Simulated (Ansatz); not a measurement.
The same silylene extrusion along the group F, Cl, Br.

Calculated with Ansatz (gas phase, PBE0-D4/def2-TZVP geometries, no zero-point term in ΔE). CCSD(T)/CBS is the MP2 limit (def2-TZVPP, def2-QZVPP) plus CCSD(T) − MP2 in def2-TZVPP, frozen cores. Small cases extrapolate CCSD(T) itself. Functionals use def2-TZVPP. For Br outer-core shells are correlated without core-valence functions, which leaves a few kJ/mol of doubt a bond. Scalar relativity is left out up to krypton.

```
                         reaction  CCSD(T)/CBS(def2) (kcal/mol)
     `F[SiH](F)F` → F₂ + `F[SiH]`                         254.5
trichlorosilane → Cl₂ + `[SiH]Cl`                         135.9
`Br[SiH](Br)Br` → Br₂ + `[SiH]Br`                             ?
```

Problem. Fill in the missing values. (An estimate is asked.)

Solution. The calculation gave: `Br[SiH](Br)Br` → Br₂ + `[SiH]Br`: +112.2 kcal/mol.

Largest T1 diagnostic: 0.015, for `F[SiH]`.

Extrapolated directly: trichlorosilane → Cl₂ + `[SiH]Cl`.
